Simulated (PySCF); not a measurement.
Compound: (H2Al-mu-NH2)2.
Z-matrix (Å and degrees, PBE0-D3(BJ)/def2-SVP geometry), rows numbered from 1:
```
Al
H   1  1.5954
H   1  1.5941  2  123.58
N   1  1.9699  2  109.62  3  -132.78
Al  4  1.9709  1   92.42  2  -110.03
H   5  1.5955  4  109.81  1  -110.17
H   5  1.5951  4  110.01  1   110.51
N   5  1.9696  4   87.56  1    -0.06
H   4  1.0208  1  115.07  2   131.56
H   4  1.0208  1  114.42  2     8.19
H   8  1.0208  1  114.36  2    -8.24
H   8  1.0206  1  114.90  2  -131.78
```

The closed-shell ground state was solved at several levels (PySCF, density fitting, gas phase, non-relativistic).

```csv
level,basis functions,HOMO (eV),LUMO (eV),gap (eV),dipole (D)
PBE0/pcSseg-1 (pcSseg-2 on Al),160,-7.97,-0.40,7.57,0.02
B3LYP/pcSseg-1 (pcSseg-2 on Al),160,-7.78,-0.61,7.17,0.02
PBE0/def2-SVPD,152,-7.96,-0.21,7.75,0.02
```

**Question.** What might PBE/pcSseg-1 (pcSseg-2 on Al) (160 basis functions) give for the same quantities?

**Answer.** HOMO -6.70 eV, LUMO -1.10 eV, gap 5.60 eV, dipole 0.02 D.

**Question.** Over all these levels, which gives the widest orbital gap and which the narrowest?

**Answer.** PBE0/def2-SVPD (global hybrid, 25 % exact exchange) has the widest, 7.75 eV, and PBE/pcSseg-1 (pcSseg-2 on Al) (GGA) the narrowest, 5.60 eV. Functional and basis both differ between the two, so the spread mixes both effects.

**Question.** In the pcSseg-1 (pcSseg-2 on Al) basis, how does the gap go with the fixed share of exact exchange?

**Answer.** PBE (0 %) 5.60 eV; B3LYP (20 %) 7.17 eV; PBE0 (25 %) 7.57 eV. Each rise in the share widens the gap here.

**Question.** How far do the dipole and the HOMO energy spread over the levels?

**Answer.** The dipole runs from 0.02 to 0.02 D (mean 0.02 D) and the HOMO from -7.97 to -6.70 eV.

One conformer stands for the species.
